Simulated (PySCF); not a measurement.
**ZrS₂⁻: bending curve**

Computed with UPBE0 in PySCF with Zr def2-SVPD with ECP28, S def2-SVPD; scalar-relativistic core potentials, no spin–orbit coupling; density-fitted integrals.

Rigid scan from the doublet minimum (Zr–S 2.264 Å (×2); S–Zr–S 117.4°). Coordinate: the S–Zr–S angle, bonds fixed. Energies in kJ/mol from the minimum.

Task: Predict the curve at 80, 90, 100, 110, 120, 130, 140, 150, 160, 170, 180.

Result: 
```
bond angle (°)  E (kJ/mol)  dipole size (D, about the centre of mass)  ⟨S²⟩
            80       112.8                                       4.91  0.76
            90        52.6                                       4.83  0.76
           100        18.9                                       4.66  0.76
           110         3.0                                       4.43  0.76
           120         0.4                                       4.12  0.76
           130         7.7                                       3.71  0.76
           140        21.9                                       3.18  0.76
           150        40.1                                       2.54  0.76
           160        58.0                                       1.76  0.76
           170        71.4                                       0.89  0.76
           180        76.3                                       0.00  0.76
```

With the bonds held, the linear shape lies 76.3 kJ/mol from the minimum.

Open d and f shells are described by one determinant, and the ground state may have another occupation or spin.

Other isomers or separated fragments may lie lower.

The scan took 23 s on 2 threads of a shared Arm Neoverse V1 host; the process peaked at 0.85 GiB.
